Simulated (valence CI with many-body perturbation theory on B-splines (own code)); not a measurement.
Results of a calculation; reference values are marked as such.
**Ni²³⁺ in three bases**

Level of theory: configuration interaction combined with many-body perturbation theory (CI+MBPT): three valence electrons over a frozen Dirac-Fock core [He], radial functions for each j: 9 s, 9 p, 8 d, 6 f, 3 g, 1 h, with the one-electron correlation potential Σ1, the two-electron term Σ2, the three-electron term Σ3, Breit, model QED; selected CI, second order for the rest, scaled by the run's own slope (own B-spline code, finite nucleus).

No measured spectrum was set against this ion. As an estimate, levels of excited configurations hold to 0.05 to 0.15 % of their energy, terms of the ground configuration to about 0.5 %.

The reference run has the lowest level 2s²2p ²P°_1/2 and an ionisation energy of 2130.88 eV. Its largest variational space holds 10721 state functions.

Names give the largest LS component (configuration and term), which can be under half, so a name can repeat, a term be missing and a line seem to break the LS rules; names also repeat where a configuration has a term twice.

Changed runs:
A. basis 6 s, 6 p, 5 d, 3 f, 1 g
B. basis 5 s, 5 p, 4 d, 2 f

Excitation energies of the reference run in cm⁻¹, and shifts in cm⁻¹:

```csv
Level,Reference,A,B
2s²2p ²P°_3/2,163941,-2.5,-8.9
2s2p² ⁴P_1/2,457249,-133,-383
2s2p² ⁴P_3/2,539445,-153,-441
2s2p² ⁴P_5/2,608694,-123,-370
2s2p² ²D_3/2,843697,+123,+384
2s2p² ²D_5/2,884243,+98,+304
2s2p² ²P_1/2,956220,+157,+519
2s2p² ²S_1/2,1130210,+182,+586
2s2p² ²P_3/2,1143670,+145,+487
2p³ ⁴S°_3/2,1423770,-86,-248
2p³ ²D°_3/2,1581840,+93,+291
2p³ ²D°_5/2,1626170,+120,+348
Ionisation energy (eV),2130.88,-0.016,-0.06
```
